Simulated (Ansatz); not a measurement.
Relaxation of the cluster ZrAu6⁺ with UKS r2SCAN-D4/def2-SVP.

```sh
$ ansatz run in.yaml --threads 4 --pin off --events-out ev --progress --plain --max-ram 4787MiB
```

```yaml
crystal:
  periodic: [false, false, false]
  atoms:
    - {symbol: Zr, position_ang: [-0.166640, 0.250420, 0.195010]}
    - {symbol: Au, position_ang: [-0.611340, -0.075240, -2.486280]}
    - {symbol: Au, position_ang: [1.840500, 0.840840, 1.904540]}
    - {symbol: Au, position_ang: [-0.381690, -2.282450, -0.863050]}
    - {symbol: Au, position_ang: [1.325220, -1.800320, 1.230230]}
    - {symbol: Au, position_ang: [-2.375430, 0.749900, 1.472630]}
    - {symbol: Au, position_ang: [0.369370, 2.316850, -1.453070]}
basis:
  gaussian: {orbitals: def2-SVP}
total_charge: 1
magnetization: {spin_polarized: true, initial_magnetization: 1}
hamiltonian: {xc: r2scan, dispersion: d4}
scf: {lower_state_search: "off"}
output: {orbitals: {seedname: orbitals}}
relax: {f_tol: 0.02, max_steps: 100}
```

It took 2.2 min on 4 threads of Arm Neoverse V2 on a shared host.

Positions (Å) and forces (eV/Å) at steps 1, 2, 3, 4, 6 of 6:

```xyz
7
step=1 energy=-23451.2131 eV
Zr   -0.167    0.250    0.195   -0.744    0.556    0.609
Au   -0.611   -0.075   -2.486    0.159    0.027    0.297
Au    1.841    0.841    1.905   -0.193   -0.403   -0.229
Au   -0.382   -2.282   -0.863    0.184    0.256    0.033
Au    1.325   -1.800    1.230   -0.154    0.277   -0.167
Au   -2.375    0.750    1.473    0.918   -0.231   -0.539
Au    0.369    2.317   -1.453   -0.171   -0.482   -0.003
7
step=2 energy=-23451.3066 eV
Zr   -0.212    0.311    0.245    0.356   -0.041   -0.180
Au   -0.578   -0.094   -2.429   -0.071    0.050   -0.295
Au    1.818    0.767    1.880    0.182    0.165    0.181
Au   -0.327   -2.213   -0.858   -0.167   -0.374   -0.108
Au    1.277   -1.763    1.191    0.177   -0.186    0.203
Au   -2.299    0.744    1.436   -0.529    0.096    0.296
Au    0.322    2.248   -1.463    0.052    0.289   -0.097
7
step=3 energy=-23451.3444 eV
Zr   -0.187    0.321    0.237    0.011   -0.029   -0.013
Au   -0.579   -0.090   -2.458    0.037    0.003    0.076
Au    1.846    0.769    1.914   -0.014   -0.041   -0.003
Au   -0.349   -2.245   -0.862   -0.001    0.062    0.020
Au    1.287   -1.784    1.215   -0.039    0.052   -0.032
Au   -2.324    0.741    1.446    0.047   -0.017   -0.029
Au    0.306    2.288   -1.492   -0.041   -0.030   -0.018
7
step=4 energy=-23451.3496 eV
Zr   -0.171    0.333    0.235    0.000   -0.004   -0.003
Au   -0.506   -0.100   -2.451    0.004   -0.015    0.019
Au    1.861    0.755    1.916    0.012   -0.008    0.022
Au   -0.401   -2.243   -0.838    0.004    0.022    0.008
Au    1.279   -1.781    1.202   -0.020    0.001   -0.015
Au   -2.312    0.724    1.439    0.015   -0.010   -0.011
Au    0.251    2.313   -1.504   -0.015    0.013   -0.020
7
step=6 energy=-23451.3529 eV
Zr   -0.118    0.363    0.224   -0.005   -0.001   -0.003
Au   -0.484   -0.107   -2.449    0.001    0.005    0.001
Au    1.873    0.720    1.977    0.000   -0.008    0.000
Au   -0.442   -2.226   -0.812    0.002    0.002    0.003
Au    1.268   -1.788    1.203    0.000    0.008    0.001
Au   -2.276    0.693    1.410    0.004   -0.001   -0.002
Au    0.180    2.344   -1.553   -0.002   -0.007    0.000
```

In the def2 sets Au, Zr take a core potential; there is no spin–orbit coupling. The structure comes from a short search, and lower isomers may exist.
